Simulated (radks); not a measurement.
Problem. The mean radii <r> (bohr) of the occupied orbitals of an atom or ion are listed with their occupations. Method: scalar-relativistic Kohn-Sham, PBEsol, spin-polarised, spherical densities, finite nucleus; Fermi nuclear charge, rms radius of each element as measured or else 0.836 A^(1/3) + 0.57 fm; computed with a radial shooting solver on a logarithmic mesh with Libxc functionals.

| orbital | occ. | <r> |
|---|---|---|
| 1s up | 1 | 0.02667 |
| 1s down | 1 | 0.02667 |
| 2s up | 1 | 0.1137 |
| 2s down | 1 | 0.1136 |
| 2p up | 3 | 0.09936 |
| 2p down | 3 | 0.09931 |
| 3s up | 1 | 0.2825 |
| 3s down | 1 | 0.2827 |
| 3p up | 3 | 0.2754 |
| 3p down | 3 | 0.2757 |
| 3d up | 1 | 0.2446 |

Name the element and its charge. Open shells, if any, are filled with parallel spins first.

Solution. Z = 54, xenon, charge +35: Xe35+ in [Ar] 3d1. The 1s radius gives Z: for a bare nucleus <r> = (2 gamma + 1)/(2Z) with gamma = sqrt(1 - (Z/c)^2), 0.02628 bohr for Z = 54, and screening makes it slightly larger (0.02667 here). The occupations add up to 19, and the charge is Z minus that.
